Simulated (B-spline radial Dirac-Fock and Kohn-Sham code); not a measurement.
# Gd³⁺ 3d5/2: cross section and angular parameters

System: the Gd³⁺ ion, [Xe] 4f7; threshold 1226.1 eV (orbital energy of the model). Method: Dirac-Hartree-Slater photoionisation with a Latter tail; cross sections with all multipoles, angular parameters from the dipole term and its interference with E2. Computed with a radial B-spline solver.

For linearly polarised light dσ/dΩ = σ/(4π) [1 + β P₂(cos θ) + (δ + γ cos²θ) sin θ cos φ], with θ from the polarisation vector and φ the angle between the beam and the projection of the electron momentum on the plane normal to the polarisation.

```tsv
hν (eV)	σ (kb)	β	γ	δ
1253.6	988	0.467	-0.025	-0.002
1330	833	0.451	-0.079	-0.008
1440	685	0.636	-0.131	-0.009
1460	662	0.666	-0.137	-0.008
1486.9	633	0.704	-0.144	-0.007
1810	384	0.998	-0.124	0.018
2000	294	1.085	-0.068	0.030
2560	147	1.198	0.132	0.054
2990	92.8	1.222	0.284	0.067
4000	38.0	1.209	0.593	0.095
4480	?	?	?	?
6000	10.1	1.112	1.034	0.147
6940	6.16	1.063	1.187	0.171
7610	4.48	1.030	1.282	0.189
```

Problem. Give the values at 4480 eV.

Solution. σ = 26.5 kb, β = 1.190, γ = 0.718, δ = 0.107.
